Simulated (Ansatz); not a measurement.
Consider the ligand exchange at the Al–C bond: `[AlH2][C@H]1[SiH2][Si@@H]1S` + `C/C=C/S` → `C/C=C\[S][AlH2]` + `S[SiH]1C[SiH2]1`.

Computed with Ansatz on PBE0-D4/def2-TZVP structures; ΔE is electronic, products minus reactants. CCSD(T)/CBS adds triple-zeta CCSD(T) − MP2 to the extrapolated MP2 energy (def2 sets, frozen cores). Double bonds are as drawn, so ΔE can hold a change between cis and trans. DFT in def2-TZVPP. One conformer a species, not always the lowest.

(1) Is it downhill or uphill in electronic energy at CCSD(T)/CBS, and by how much? (An estimate is asked.)

(2) What do these levels give: r2SCAN-D4, PBE0-D4, B2PLYP, PBE0, HF/def2-QZVPP, CCSD/CBS(def2)? (An estimate is asked.)

Largest T1 diagnostic among the species: 0.013.

Results:

(1) The calculation gave: Downhill: ΔE = -0.74 eV.

(2) Computed: r2SCAN-D4 -0.80, PBE0-D4 -0.80, B2PLYP -0.70, PBE0 -0.78, HF/def2-QZVPP -0.61, CCSD/CBS(def2) -0.71 eV.

In def2-TZVPP, CCSD(T) changes the Hartree–Fock value by −0.09 eV (the triples alone add −0.03 eV) and MP2 by −0.15 eV. The D4 term adds −0.03 eV with B3LYP and −0.02 eV with PBE0; it sums over pairs of atoms, weighted by their polarisabilities, and B3LYP, whose exchange is more repulsive, gets the larger term.

B3LYP here is the variant with VWN-RPA as its local correlation; programs differ in this.
